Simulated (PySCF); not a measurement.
**Ionisation energy of Ru(32+) by level of theory**

Ru(32+) [Ne] 3s2 (1S) → Ru(33+) [Ne] 3s1 (2S), as a difference of total energies. Calculation: PySCF 2.14, in an uncontracted even-tempered set (18 s from 5 bohr⁻², ratio 2.5; 11 p from 6.5 bohr⁻², ratio 2.5; 4 d from 24 bohr⁻², ratio 2.7; 4 f from 36 bohr⁻², ratio 2.7); the spin-free X2C one-electron Hamiltonian (Gaussian nucleus). Correlated levels: outer shells: 1s2 frozen; virtual orbitals above 40 to 60 times the deepest correlated orbital energy dropped. The calculations carry no spin-orbit coupling.

| method | ionisation energy (eV) |
| --- | --- |
| UHF | 1942.2 |
| LDA | 1946.0 |
| PBE | 1947.5 |
| PBE0 | 1946.5 |
| r2SCAN | 1942.4 |
| TPSS | 1945.9 |
| M06-L | 1942.9 |

Task: Estimate what MP2 (outer shells) gives.

Result: 1945.4 eV, closest to TPSS among the rows shown.

Task: Estimate what SCS-MP2 (outer shells) gives.

Result: 1945.8 eV, closest to TPSS among the rows shown.

Breit and QED terms and the two-electron picture change are absent.

For comparison: 1949 ± 3 eV (semi-empirical (NIST evaluation); NIST Atomic Spectra Database, ionization energies).
